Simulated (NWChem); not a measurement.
Molecule: HTeSeI; SMILES [SeH][Te]I

```xyz
4

Te     0.9644    -0.4753    -0.0035
I     -0.3643     1.9131     0.0082
Se    -0.8818    -2.1638     0.0433
H     -1.0757    -2.2464    -1.4178
```
Atoms are numbered in this order, from 1.

Level: PBE0/def2-SVP with def2 effective core potentials on Te, I (NWChem), optimised geometry, unscaled harmonic frequencies. This build's default masses of Se (78.918 u) and Br (79.917 u) are each other's, which moves their modes by up to 0.6 %. def2 effective core potentials on Te, I; no spin-orbit coupling.

**Question.** List the harmonic frequencies with IR intensities, and the thermochemistry.

**Answer.** 
| frequency (cm⁻¹) | IR intensity (km/mol) |
|---|---|
| 71 | 0.2 |
| 196 | 10.6 |
| 250 | 6.9 |
| 308 | 9.3 |
| 701 | 5.7 |
| 2417 | 6.5 |

| Property | Result |
|---|---|
| zero-point energy | 5.6 kcal/mol |
| thermal correction to the enthalpy at 298.15 K (with zero-point energy) | 9.5 kcal/mol |
| heat capacity Cv | 14.0 cal/(mol K) |
| entropy at 298.15 K and 1 atm (symmetry number 1) | 83.5 cal/(mol K) |

Rigid rotor and harmonic oscillator; modes under 100 cm⁻¹ make the entropy uncertain.
